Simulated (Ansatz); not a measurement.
`C#C[SiH2]C=O` + `BO` → `BO[SiH2]C#C` + `C=O` at 700 K and 1 bar (ligand exchange at the Si–C bond).

Isolated molecules relaxed with PBE0-D4/def2-TZVP in Ansatz; ΔE leaves out vibrations. CCSD(T)/CBS is the MP2 limit (def2-TZVPP, def2-QZVPP) plus CCSD(T) − MP2 in def2-TZVPP, frozen cores. This one scheme is used for every species. Each species was taken in one conformer, which may not be the lowest.

```csv
species,CCSD(T)/CBS energy (Eh),H − E (kJ/mol),S (J/(mol·K))
`C#C[SiH2]C=O`,-480.72477,214.2,453.8
`BO`,-101.80414,126.4,277.4
`BO[SiH2]C#C`,-468.17507,241.4,460.5
`C=O`,-114.39408,97.4,254.3
```

H − E and S are ideal-gas, rigid-rotor, harmonic terms from PBE0-D4/def2-TZVP, for one conformer and one mirror image of each species. 1 Eh = 2625.50 kJ/mol, R = 8.31446 J/(mol·K).

**Question.** By hand: ΔE, ΔH, ΔS and ΔG.

**Answer.** ΔE = (-468.17507) + (-114.39408) − (-480.72477) − (-101.80414) = -0.04024 Eh = -105.7 kJ/mol. Δ(H − E) = 241.4 + 97.4 − 214.2 − 126.4 = -1.8, so ΔH = -107.5 kJ/mol. ΔS = 460.5 + 254.3 − 453.8 − 277.4 = -16.4 J/(mol·K). ΔG = -107.5 − 700 × (-16.4)/1000 = -96.0 kJ/mol.

**Question.** By hand: the equilibrium constant, and the temperature at which ΔG would vanish if ΔH and ΔS stayed fixed.

**Answer.** log₁₀ K = −ΔG/(RT ln 10) = 7.2. ΔG = 0 at ΔH/ΔS = 6555 K, far beyond where these terms or the molecules hold.

ΔH outweighs TΔS. A doubt of 5 kJ/mol in ΔE shifts log₁₀ K by 0.4 here. Other conformers and mirror images would add mixing entropy, several J/(mol·K) or more a flexible species. Modes under 60 cm⁻¹, often nearly free rotors, make the harmonic entropy too high. These are equilibria of isolated gas molecules and say nothing of rates. Largest T1 diagnostic: 0.015 (customary marks: 0.02 for closed shells, 0.045 for open ones).
